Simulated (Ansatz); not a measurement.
Stepwise reaction of `[F][SnH2][F]` with hydrogen, as a gas-phase model of exchange steps in deposition or etching. ΔE in kJ/mol; ΔG adds harmonic PBE0-D4 terms to CCSD(T)/CBS, at 1 bar.

Isolated molecules relaxed with PBE0-D4/def2-TZVP in Ansatz; ΔE leaves out vibrations. CCSD(T)/CBS adds triple-zeta CCSD(T) − MP2 to the extrapolated MP2 energy (def2 sets, frozen cores). This one scheme is used for every species. Functionals use def2-TZVPP. B3LYP here is the variant with VWN-RPA as its local correlation; programs differ in this. Elements past krypton have def2 core potentials. For Sn outer-core shells are correlated without core-valence functions, which leaves a few kJ/mol of doubt a bond.

```json
{"step": "1", "reaction": "`[F][SnH2][F]` + H₂ → `[F][SnH3]` + H–F", "PBE-D4": "43.3", "B3LYP-D4": "44.6", "ωB97M-V": "41.3", "CCSD(T)/CBS": "41.7", "ΔG(500 K)": "42.6"}
```

(1) Give the row of step 2, `[F][SnH3]` + H₂ → `[SnH4]` + H–F. (Best estimate.)

(2) By hand: ΔE of the 2 steps together at CCSD(T)/CBS.

Results:

(1) Ansatz gave: 
| step | reaction | PBE-D4 | B3LYP-D4 | ωB97M-V | CCSD(T)/CBS | ΔG(500 K) |
| --- | --- | --- | --- | --- | --- | --- |
| 2 | `[F][SnH3]` + H₂ → `[SnH4]` + H–F | 35.1 | 38.7 | 34.3 | 34.4 | 39.2 |

(2) (41.7) + (34.4) = 76.1 kJ/mol, or 38.0 kJ/mol a step.

In ΔE each step is lower than the one before. All are uphill at CCSD(T)/CBS. ΔG lies between 39.2 and 42.6 kJ/mol a step. PBE-D4 differs from CCSD(T)/CBS by 0.7 to 1.6 kJ/mol a step. Isolated molecules leave out the surface, adducts and barriers. Largest T1 diagnostic: 0.014.
